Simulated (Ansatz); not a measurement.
System: CH7P2Si, net charge 0, doublet state. It need not be the lowest isomer of its formula. 
Geometry from a B3LYP-D3(BJ)/def2-TZVP (Ansatz, a first-principles code) optimisation:
SMILES: C[Si](P)P
```xyz
11

C     -1.6053     1.3975    -0.2649
Si    -0.1617     0.2199    -0.5562
P     -0.5679    -1.9389     0.0290
P      1.6875     1.0522     0.4610
H     -1.3545     2.4083    -0.5915
H     -2.4917     1.0654    -0.8069
H     -1.8528     1.4322     0.8002
H     -1.1674    -1.6018     1.2759
H     -1.8152    -2.0040    -0.6482
H      2.4699    -0.1065     0.2257
H      1.3126     0.6439     1.7724
```
Charge 0, spin multiplicity 2.

Parts of the frozen-core correlation energy in 6-31G (Ansatz, hartree). Frozen orbitals: 16; correlated occupied orbitals by spin: 13 and 12; virtual: 33 and 34. Open shells are spin-unrestricted. No spin-orbit coupling. No relativistic terms.

```csv
term,value
reference (HF),-1012.13484
MP2 opposite-spin,-0.20500
MP2 same-spin,-0.04451
CCSD correlation,-0.30402
(T),-0.00627
T1 diagnostic,0.009
largest doubles amplitude,0.036
<S^2> of the reference,0.756
```
